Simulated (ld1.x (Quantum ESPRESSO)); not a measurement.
u(r) = r·R(r): atom against pseudo-atom (iridium)

Columns: radius, all-electron u(r) and pseudo u(r) of the 6s shell (level -6.37 eV) of iridium in the configuration [Kr] 4d10 4f14 5s2 5p6 5d7 6s2 6p0; PBEsol, scalar-relativistic, TM scheme, ld1.x (Quantum ESPRESSO) 7.5.

```csv
r (bohr),all-electron,pseudo
0.085,0.0108,-0.0652
0.170,0.1093,-0.1244
0.255,-0.1122,-0.1721
0.340,-0.2000,-0.2044
0.425,-0.1106,-0.2201
0.510,0.0481,-0.2206
0.595,0.1916,-0.2099
0.680,0.2829,-0.1932
0.765,0.3160,-0.1756
0.850,0.2987,-0.1610
0.935,0.2444,-0.1521
1.020,0.1658,-0.1506
1.105,0.0739,-0.1580
1.190,-0.0230,-0.1760
1.275,-0.1189,-0.2064
1.360,-0.2097,-0.2504
1.445,-0.2930,-0.3065
1.530,-0.3675,-0.3700
1.615,-0.4327,-0.4328
1.700,-0.4885,-0.4885
1.785,-0.5354,-0.5354
1.870,-0.5739,-0.5739
1.955,-0.6046,-0.6046
2.040,-0.6284,-0.6284
2.125,-0.6458,-0.6458
2.210,-0.6577,-0.6577
```

Task: How many radial nodes do the two functions have?

Result: The all-electron 6s function has n − l − 1 = 5 (the table is too coarse to show those close to the nucleus); the pseudo-wave has 0, since the states of the same l below it are removed with the core.

Task: At about which radius was the pseudo-wave matched?

Result: 1.70 bohr, where the columns begin to agree (steps of 0.09 bohr).

Task: Is the pseudo-wave norm-conserving?

Result: Yes: the TM scheme keeps the norm inside the radius equal to the all-electron one, which fixes the energy derivative of the logarithmic derivative at the level.
